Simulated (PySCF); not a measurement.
## Quadrupolar nuclei of `COC(=O)P([SiH2]C)C(F)(F)F` in NMR

Species: C4H8F3O2PSi.
Geometry (GFN2-xTB, Å), atoms numbered from 1 in this order:
```xyz
19
C4H8F3O2PSi angstrom
C      3.1633    0.2127   -0.2197
O      1.8783    0.7303    0.1141
C      0.9736   -0.1297    0.5523
O      1.1322   -1.3115    0.7120
P     -0.5830    0.7329    0.9977
Si    -1.9789   -0.4999   -0.3274
C     -2.1715   -2.1408    0.5963
C     -0.4202    2.1790   -0.1920
F     -0.0530    1.8382   -1.4418
F     -1.6111    2.7924   -0.3174
F      0.4447    3.1078    0.2210
H      3.7877    1.0767   -0.4302
H      3.5632   -0.3634    0.6161
H      3.0894   -0.4316   -1.0975
H     -3.1999    0.3115   -0.3798
H     -1.4049   -0.6666   -1.6694
H     -2.8098   -2.8271    0.0495
H     -1.2017   -2.6134    0.7347
H     -2.6081   -1.9882    1.5802
```

Computed at PBE0/pcSseg-1 (PySCF, non-relativistic):

```tsv
atom	environment	nucleus	spin I	Q (b)	CQ = χzz (MHz)	η
O2	oxygen singly bound to a carbonyl carbon	17O	5/2	-0.0256	-10.421	0.338
O4	carbonyl oxygen	17O	5/2	-0.0256	8.902	0.115
```

Task: At 9.4 T, set νQ = 3|CQ|/[2I(2I − 1)] beside the Larmor frequency (|g| × 7.62259 MHz/T × B; g(17O) = −0.75752), and give PQ = |CQ|√(1 + η²/3).

Result: 
```
atom  PQ (MHz)  νQ (MHz)  ν0 (MHz)  νQ/ν0
  O2     10.62     1.563     54.28  0.029
  O4     8.921     1.335     54.28  0.025
```

For O2: PQ = 10.42 × 1.0189, νQ = 10.42 × 0.1500, ν0 = 5.7742 MHz/T × 9.4 T.

Task: For half-integer spins with νQ below a tenth of ν0, find the second-order shift of the centre of gravity of the central transition at 9.4, 14.1 and 18.8 T.

Result: δ = −(3/40)(PQ/ν0)² [I(I + 1) − 3/4]/[I²(2I − 1)²], in ppm:

```tsv
site	9.4 T	14.1 T	18.8 T
17O at O2	-230	-102	-57.4
17O at O4	-162	-72	-40.5
```

Task: In the extreme-narrowing limit, with isotropic tumbling and one correlation time, the quadrupolar linewidth goes as PQ². What relative widths follow for the 17O sites?

Result: O2 1, O4 0.71, with O2 as 1.

Solvent, lattice and vibrations would change these gradients. Geometry: GFN2-xTB, one conformer, isolated molecule. GFN2-xTB bond lengths can be off by several hundredths of an ångström, more for odd bonds, and the gradients follow them. The basis is small and wasn't made for field gradients, so the couplings can be 20 % off.

The run behind these numbers computed NMR shieldings as well. Cost: about 3 min of CPU time on one thread (with the writing of density and orbital grids); the machine was shared, so the figure is rough.
